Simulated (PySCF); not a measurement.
Job file and geometry (Å, from GFN2-xTB) of an NMR shielding run on SMILES C=CCC1=C[C@@H](C=O)[SiH2]C1, C$_{8}$H$_{12}$OSi, GIAO PBE0/pcSseg-1 NMR shielding, non-relativistic, gas phase (PySCF); density fitting, a coarse starting grid and PySCF grid level 2 are the driver's defaults:

```
$ OMP_NUM_THREADS=1 python probes_run.py task.json out

{"job": {"kind": "nmr", "xc": "PBE0", "basis": "pcSseg-1"}, "charge": 0, "multiplicity": 1}
C      3.542629     0.245039     0.715876
C      2.643750     0.058728    -0.231498
C      1.584042    -1.002773    -0.201504
C      0.221516    -0.369752    -0.145047
C     -0.624891    -0.319128    -1.163485
C     -1.948303     0.366389    -1.000471
C     -3.106413    -0.540510    -1.144104
O     -4.208418    -0.220273    -1.509412
Si    -1.908019     1.036479     0.815764
C     -0.186053     0.287328     1.147426
H      3.584541    -0.383701     1.590711
H      4.281150     1.026238     0.655537
H      2.617587     0.704654    -1.099545
H      1.663013    -1.614574    -1.103710
H      1.731075    -1.643816     0.671097
H     -0.403501    -0.763175    -2.123843
H     -2.062201     1.193441    -1.705289
H     -2.893454    -1.585635    -0.836420
H     -2.962094     0.469675     1.656476
H     -1.944597     2.499350     0.827241
H     -0.194618    -0.452857     1.950035
H      0.562849     1.028258     1.431748
```

Q: Write the output of this run.

A: 
```
coarse grid: 18840 points
cycle   1  E = -675.8847246329  dE =  1.439e+00  |g| = 8.358e-01  |ddm| = 4.325e+00
cycle   2  E = -675.5238913383  dE =  3.608e-01  |g| = 1.597e+00  |ddm| = 2.550e+00
cycle   3  E = -676.0246692120  dE = -5.008e-01  |g| = 2.193e-01  |ddm| = 2.003e+00
cycle   4  E = -676.0352156587  dE = -1.055e-02  |g| = 6.810e-02  |ddm| = 2.718e-01
cycle   5  E = -676.0362324408  dE = -1.017e-03  |g| = 2.285e-02  |ddm| = 8.752e-02
cycle   6  E = -676.0363481810  dE = -1.157e-04  |g| = 7.531e-03  |ddm| = 2.502e-02
cycle   7  E = -676.0363607395  dE = -1.256e-05  |g| = 2.681e-03  |ddm| = 8.443e-03
cycle   8  E = -676.0363624000  dE = -1.661e-06  |g| = 6.103e-04  |ddm| = 3.174e-03
final grid: 177264 points
cycle   9  E = -676.1071397203  dE = -3.531e-05  |g| = 1.239e-02  |ddm| = 4.491e-02
cycle  10  E = -676.1070728861  dE =  6.683e-05  |g| = 2.233e-02  |ddm| = 3.031e-02
cycle  11  E = -676.1071714090  dE = -9.852e-05  |g| = 2.941e-03  |ddm| = 2.097e-02
cycle  12  E = -676.1071732601  dE = -1.851e-06  |g| = 3.343e-04  |ddm| = 2.559e-03
cycle  13  E = -676.1071732767  dE = -1.666e-08  |g| = 2.215e-04  |ddm| = 5.954e-04
cycle  14  E = -676.1071732887  dE = -1.198e-08  |g| = 4.826e-05  |ddm| = 2.203e-04
cycle  15  E = -676.1071732892  dE = -4.989e-10  |g| = 1.721e-05  |ddm| = 5.828e-05
converged SCF energy = -676.1071732892

GIAO shielding tensors (ppm)
atom      isotropic    diamagn.    paramagn.     s11        s22        s33       span
  0 C       62.857     252.740    -189.882    -49.925     81.564    156.934    206.859
  1 C       40.295     256.758    -216.463    -79.172     48.781    151.275    230.447
  2 C      139.816     245.417    -105.601    121.668    144.835    152.944     31.275
  3 C       28.820     263.831    -235.010    -81.783     39.842    128.403    210.186
  4 C       56.080     255.053    -198.973    -40.818     80.725    128.333    169.152
  5 C      133.490     256.217    -122.727    110.434    133.702    156.335     45.901
  6 C      -20.269     250.761    -271.030   -114.635    -29.316     83.144    197.780
  7 O     -337.524     391.111    -728.634   -937.957   -418.166    343.552   1281.509
  8 Si     373.934     880.922    -506.988    306.859    378.316    436.628    129.768
  9 C      167.598     252.883     -85.285    145.208    163.712    193.875     48.666
 10 H       26.216      30.761      -4.545     22.465     25.896     30.286      7.820
 11 H       26.306      28.089      -1.783     23.204     25.471     30.242      7.038
 12 H       25.782      31.968      -6.186     22.794     25.612     28.938      6.144
 13 H       28.292      31.379      -3.087     24.441     27.917     32.518      8.078
 14 H       29.000      32.261      -3.261     26.383     27.960     32.657      6.274
 15 H       25.789      35.134      -9.344     23.527     25.302     28.539      5.012
 16 H       28.226      32.120      -3.894     25.233     27.108     32.338      7.105
 17 H       21.909      28.868      -6.959     19.117     20.789     25.821      6.705
 18 H       27.328      29.317      -1.989     24.145     25.349     32.490      8.345
 19 H       27.197      29.565      -2.368     23.607     25.132     32.852      9.245
 20 H       30.255      32.221      -1.965     25.401     28.810     36.555     11.154
 21 H       29.637      32.824      -3.187     24.189     29.667     35.054     10.865
```

Q: Turn these shieldings into chemical shifts. Shifts are taken against calculated references (same method and geometry level): $^{13}$C (σref 186.93) and $^{29}$Si (σref 349.16) and $^{1}$H (σref 31.72) against TMS; H2O for $^{17}$O (σref 336.08).

A: Averaging equivalent atoms: C 6: 207.2; C 3: 158.1; C 1: 146.6; C 4: 130.8; C 0: 124.1; C 5: 53.4; C 2: 47.1; C 9: 19.3; O 7: 673.6; Si 8: -24.8; H 17: 9.81; H 12: 5.94; H 15: 5.93; H 10: 5.50; H 11: 5.41; H 19: 4.52; H 18: 4.39; H 16: 3.49; H 13: 3.42; H 14: 2.72; H 21: 2.08; H 20: 1.46 ppm. Unscaled 17O shifts of doubly bonded oxygen tend to come out too high, by tens of ppm or more. Experimental scales use liquid or dissolved standards, which lie at an offset from isolated H2O (liquid H2O: subtract about 36 ppm).

Size and cost of the density-fitted run: 237 basis functions, 56 s wall time on 1 thread of an Arm Neoverse V1, shared host; peak memory 0.99 GiB.
